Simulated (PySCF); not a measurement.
C$_{3}$H$_{8}$N, doublet, at a GFN2-xTB geometry; PySCF with DF-R2SCAN/def2-SVPD.

The PySCF input:
```python
from pyscf import gto, scf, dft

mol = gto.Mole()
mol.atom = '''
    C    -1.19900215   -0.83639300    0.12677471
    C     0.01387559    0.02593350    0.15918196
    C     1.35357790   -0.54836869   -0.14265299
    N    -0.15604386    1.41099659    0.03001501
    H    -1.00348330   -1.78518800    0.62292084
    H    -1.52305459   -1.06507776   -0.90040408
    H    -2.03019307   -0.34664268    0.63260756
    H     1.47859716   -1.50511862    0.36093446
    H     2.14235413    0.12417312    0.19219051
    H     1.50113967   -0.72383813   -1.21961119
    H     0.58823510    1.88250990   -0.46690228
    H    -1.07199613    1.69517515   -0.29166300
'''
mol.basis = 'def2-svpd'
mol.spin = 1
mol.verbose = 4
mol.build()

mf = dft.UKS(mol)
mf.xc = 'r2scan'
mf = mf.density_fit(auxbasis='def2-universal-jkfit')
mf.kernel()
```

Output, abridged:

```
PySCF version 2.14.0

[INPUT] verbose = 4
[INPUT] num. atoms = 12
[INPUT] num. electrons = 33
[INPUT] charge = 0
[INPUT] spin (= nelec alpha-beta = 2S) = 1
[INPUT] symmetry False subgroup None
[INPUT] Mole.unit = angstrom
[INPUT] Symbol           X                Y                Z      unit          X                Y                Z       unit  Magmom
[INPUT]  1 C     -1.199002150000  -0.836393000000   0.126774710000 AA   -2.265785686265  -1.580553702503   0.239569481421 Bohr   0.0
[INPUT]  2 C      0.013875590000   0.025933500000   0.159181960000 AA    0.026221064917   0.049007212451   0.300810308371 Bohr   0.0
[INPUT]  3 C      1.353577900000  -0.548368690000  -0.142652990000 AA    2.557891519264  -1.036266639387  -0.269575081950 Bohr   0.0
[INPUT]  4 N     -0.156043860000   1.410996590000   0.030015010000 AA   -0.294880158820   2.666397117795   0.056720148526 Bohr   0.0
[INPUT]  5 H     -1.003483300000  -1.785188000000   0.622920840000 AA   -1.896308607575  -3.373516400860   1.177149784884 Bohr   0.0
[INPUT]  6 H     -1.523054590000  -1.065077760000  -0.900404080000 AA   -2.878156047862  -2.012705267765  -1.701517112641 Bohr   0.0
[INPUT]  7 H     -2.030193070000  -0.346642680000   0.632607560000 AA   -3.836508882290  -0.655059728285   1.195455032729 Bohr   0.0
[INPUT]  8 H      1.478597160000  -1.505118620000   0.360934460000 AA    2.794143680960  -2.844261976783   0.682067278318 Bohr   0.0
[INPUT]  9 H      2.142354130000   0.124173120000   0.192190510000 AA    4.048462567531   0.234653188833   0.363187427640 Bohr   0.0
[INPUT] 10 H      1.501139670000  -0.723838130000  -1.219611190000 AA    2.836742851020  -1.367855824217  -2.304731127555 Bohr   0.0
[INPUT] 11 H      0.588235100000   1.882509900000  -0.466902280000 AA    1.111603235856   3.557428137782  -0.882317436135 Bohr   0.0
[INPUT] 12 H     -1.071996130000   1.695175150000  -0.291663000000 AA   -2.025779092294   3.203416766668  -0.551163190669 Bohr   0.0

nuclear repulsion = 127.068626475729
number of shells = 64
number of NR pGTOs = 200
number of NR cGTOs = 144
basis = def2-svpd
ecp = {}

******** <class 'pyscf.df.df_jk.DFUKS'> ********
method = DFUKS
initial guess = minao
damping factor = 0
level_shift factor = 0
DIIS = <class 'pyscf.scf.diis.CDIIS'>
diis_start_cycle = 1
diis_space = 8
diis_damp = 0
SCF conv_tol = 1e-09
SCF conv_tol_grad = None
SCF max_cycles = 50
direct_scf = False
number electrons alpha = 17  beta = 16
XC library pyscf.dft.libxc version 7.1.2
    S. Lehtola, C. Steigemann, M. J. T. Oliveira, and M. A. L. Marques,  SoftwareX 7, 1–5 (2018)
XC functionals = r2scan
    J. W. Furness, A. D. Kaplan, J. Ning, J. P. Perdew, and J. Sun,  J. Phys. Chem. Lett. 11, 8208–8215 (2020)
    J. W. Furness, A. D. Kaplan, J. Ning, J. P. Perdew, and J. Sun,  J. Phys. Chem. Lett. 11, 9248–9248 (2020)
    J. W. Furness, A. D. Kaplan, J. Ning, J. P. Perdew, and J. Sun,  J. Phys. Chem. Lett. 11, 8208–8215 (2020)
    J. W. Furness, A. D. Kaplan, J. Ning, J. P. Perdew, and J. Sun,  J. Phys. Chem. Lett. 11, 9248–9248 (2020)
radial grids:
    Treutler-Ahlrichs [JCP 102, 346 (1995); DOI:10.1063/1.469408] (M4) radial grids

becke partition: Becke, JCP 88, 2547 (1988); DOI:10.1063/1.454033
pruning grids: <function nwchem_prune>
grids dens level: 3
symmetrized grids: False
atomic radii adjust function: <function treutler_atomic_radii_adjust>
small_rho_cutoff = 0
Set gradient conv threshold to 3.16228e-05
tot grids = 134720
init E= -173.681690143369

cycle= 1 E= -173.551774432305  delta_E= 0.13  |g|= 0.326  |ddm|= 3.39
cycle= 2 E= -173.509757874253  delta_E= 0.042  |g|= 0.439  |ddm|= 1.54
cycle= 3 E= -173.612681327761  delta_E= -0.103  |g|= 0.0391  |ddm|= 0.923
cycle= 4 E= -173.613275514808  delta_E= -0.000594  |g|= 0.0242  |ddm|= 0.127
cycle= 5 E= -173.613579204057  delta_E= -0.000304  |g|= 0.00546  |ddm|= 0.0641
cycle= 6 E= -173.613591510122  delta_E= -1.23e-05  |g|= 0.00351  |ddm|= 0.0231
cycle= 7 E= -173.613597908938  delta_E= -6.4e-06  |g|= 0.00102  |ddm|= 0.00644
cycle= 8 E= -173.613598593384  delta_E= -6.84e-07  |g|= 0.000268  |ddm|= 0.00505
cycle= 9 E= -173.613598649325  delta_E= -5.59e-08  |g|= 9.91e-05  |ddm|= 0.0012
cycle= 10 E= -173.613598657294  delta_E= -7.97e-09  |g|= 2.32e-05  |ddm|= 0.000401
cycle= 11 E= -173.613598657708  delta_E= -4.14e-10  |g|= 6.97e-06  |ddm|= 0.000104
Extra cycle  E= -173.613598657736  delta_E= -2.82e-11  |g|= 6.07e-06  |ddm|= 3.08e-05
converged SCF energy = -173.613598657736  <S^2> = 0.75635133  2S+1 = 2.0063413
```
